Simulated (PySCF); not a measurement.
germyloxygermane (Ge2H6O), SMILES [GeH3][O][GeH3].

Geometry optimised at PBE0-D3(BJ)/def2-SVP.

The numbers are results of ωB97X/def2-TZVP (PySCF), not measurements.

Symmetry labels are those of the subgroup C2v that the program uses (full group C2v).

**Question.** List the valence orbital energies around the gap with their symmetry. (Estimate from the structure and the level; the computed values follow.)

**Answer.** 
```tsv
orbital	symmetry	energy (eV)
HOMO−7	A1	-17.67
HOMO−6	B1	-13.66
HOMO−5	B2	-13.48
HOMO−4	A1	-13.48
HOMO−3	A2	-12.12
HOMO−2	B1	-12.03
HOMO−1	A1	-10.98
HOMO	B2	-10.60
LUMO	A1	1.73
LUMO+1	A1	2.76
LUMO+2	A1	3.37
LUMO+3	B1	3.48
```
